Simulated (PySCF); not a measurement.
**Bonding in `C=C(C)/C=C\CF`**

Species: C6H9F.
Atom-mapped SMILES: `[CH2:1]=[C:2]([CH3:3])/[CH:4]=[CH:5]\[CH2:6][F:7]` (hydrogens: H8, H9 on C1; H10, H11, H12 on C3; H13 on C4; H14 on C5; H15, H16 on C6)

Cartesian coordinates in Å at the PBE0-D3(BJ)/def2-SVP level; atoms count from 1:
```
atom  x, y, z in Å
C1    -1.7357   -0.9741   -1.4415
C2    -0.8308   -0.5065   -0.5617
C3    -0.8737   -0.9277    0.8794
C4     0.1990    0.4212   -1.0380
C5     1.1983    1.0325   -0.3782
C6     1.5905    0.9838    1.0657
F7     2.8161    1.5831    1.2213
H8    -2.5259   -1.6635   -1.1334
H9    -1.7098   -0.6793   -2.4940
H10   -0.9251   -0.0600    1.5550
H11   -1.7503   -1.5590    1.0773
H12    0.0229   -1.5057    1.1537
H13    0.1255    0.6511   -2.1061
H14    1.8406    1.7098   -0.9521
H15    1.6620   -0.0464    1.4503
H16    0.8640    1.5279    1.6975
```

Bond orders from the PBE0/pcSseg-1 density (PySCF). The structure is a single PBE0-D3(BJ)/def2-SVP conformer in the gas phase; no vibrational or solvent corrections.

(1) Where do the orders between heavy atoms depart from those drawn in the SMILES?

(2) Set the Mayer orders of the bonds between heavy atoms beside their lengths.

Results:

(1) The largest departure is 0.145, at C4–C5 (drawn double, 1.855). Drawn single, order below 0.88: C6–F7 (0.869).

(2) 
```json
{"bond": "C1–C2", "drawn as": "double", "length (Å)": "1.346", "Mayer order": "1.901"}
{"bond": "C2–C3", "drawn as": "single", "length (Å)": "1.502", "Mayer order": "1.055"}
{"bond": "C2–C4", "drawn as": "single", "length (Å)": "1.466", "Mayer order": "1.076"}
{"bond": "C4–C5", "drawn as": "double", "length (Å)": "1.344", "Mayer order": "1.855"}
{"bond": "C5–C6", "drawn as": "single", "length (Å)": "1.497", "Mayer order": "1.026"}
{"bond": "C6–F7", "drawn as": "single", "length (Å)": "1.373", "Mayer order": "0.869"}
```

By pair of heavy elements: C–C: lowest C5–C6 (1.026, 1.497 Å), highest C1–C2 (1.901, 1.346 Å); in 1 of the 10 pairs the longer bond (by over 0.003 Å) has the higher order (by 0.02 or more).

Question: And the bonds to hydrogen?

Answer: C–H: 0.94 to 0.95 (9 bonds).

Question: Sum the orders of all bonds at each heavy atom with more than one neighbour and set the sums beside the valence in the SMILES.

Answer: C1 3.786 (drawn 4), C2 4.032 (drawn 4), C3 3.888 (drawn 4), C4 3.874 (drawn 4), C5 3.820 (drawn 4), C6 3.770 (drawn 4). Orders between atoms that aren't bonded are not in these sums.

For a closed shell the Mayer order of atoms A and B is Σ (PS)μν (PS)νμ over the basis functions μ on A and ν on B, with P the density and S the overlap matrix.

The run behind these numbers computed NMR shieldings as well. Hardware: an Arm Neoverse V1 with one thread (shared host). Cost: 24 s of wall time (with the writing of density and orbital grids), 0.77 GiB resident at most.
